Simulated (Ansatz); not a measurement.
Species: CH6O3Sn, charge 0, multiplicity 1. SMILES: [OH][Sn]([CH3])([OH])[OH]
Geometry from a B3LYP-D3(BJ)/def2-TZVP (Ansatz, a program for electronic structure) optimisation:
```xyz
11

C      2.1277    -0.2690    -0.1885
Sn     0.0250    -0.0032    -0.0022
O     -0.9810    -0.9209    -1.4323
O     -0.5051     1.8974    -0.0825
O     -0.6754    -0.7032     1.7063
H      2.3847    -0.2986    -1.2448
H      2.6303     0.5648     0.2961
H      2.4062    -1.2044     0.2912
H     -1.6947    -1.4630    -1.0779
H     -1.2189     2.0445    -0.7130
H     -1.2304    -0.0576     2.1580
```
Charge 0, spin multiplicity 1.

Wanted: atomisation energy (electronic, to ground-state atoms), in eV. Correlated levels leave the core frozen unless marked. UHF or UKS for open shells. No spin-orbit coupling. The frozen core is the preceding noble-gas configuration, with the filled d and f shells of earlier blocks. Past Kr the def2 sets carry scalar-relativistic core potentials. STO-3G rows are all-electron and non-relativistic. The coupled-cluster limit lacks core correlation, which all-electron functionals hold. CBS marks a two-point X^-3 extrapolation of the correlation energy; Hartree-Fock from the larger set. [CCSD(T)-MP2]/basis is that difference in the basis named.

```
level                                                                 program  atomisation energy (eV)  minus last row  rough core time
-------------------------------------------------------------  --------------  -----------------------  --------------  ---------------
HF/def2-TZVPPD                                                         Ansatz                    27.42          -13.56                -
PBE0/def2-SVP                                                          Ansatz                    39.19           -1.79       under 20 s
BHLYP-D4/def2-TZVPD                                            Ansatz + dftd4                    38.46           -2.52       under 20 s
BHLYP/def2-TZVPD                                                       Ansatz                    38.18           -2.80       under 20 s
HSE06-D3(BJ)/def2-TZVPD                                        Ansatz + dftd3                    39.98           -1.00       under 20 s
HSE06-D4/def2-TZVPD                                            Ansatz + dftd4                    40.01           -0.97       under 20 s
LC-wPBE-D3(BJ)/def2-TZVPD                                      Ansatz + dftd3                    40.39           -0.59       under 20 s
B2GP-PLYP-D4/def2-TZVPD                                        Ansatz + dftd4                    39.91           -1.07       under 20 s
B2GP-PLYP/def2-TZVPD                                                   Ansatz                    39.82           -1.16       under 20 s
B2PLYP-D4/def2-TZVPD                                           Ansatz + dftd4                    40.06           -0.92       under 20 s
MP2/def2-SVP                                                           Ansatz                    38.15           -2.83                -
RI-MP2/def2-TZVPP                                                      Ansatz                    40.76           -0.22       under 20 s
RI-MP2/CBS(def2-TZVPPD,def2-QZVPPD)                                    Ansatz                    42.05            1.07             40 s
SCS-MP2/STO-3G                                                         Ansatz                    35.91           -5.07                -
RI-MP2/CBS(def2-TZVPPD,def2-QZVPPD)+[CCSD(T)-MP2]/def2-TZVPPD          Ansatz                    40.98            0.00                -
```

Core times are rough, on shared machines, summed over the molecules involved; a dash marks a level read off another run, or run on other hardware, by another program or under a memory cap.
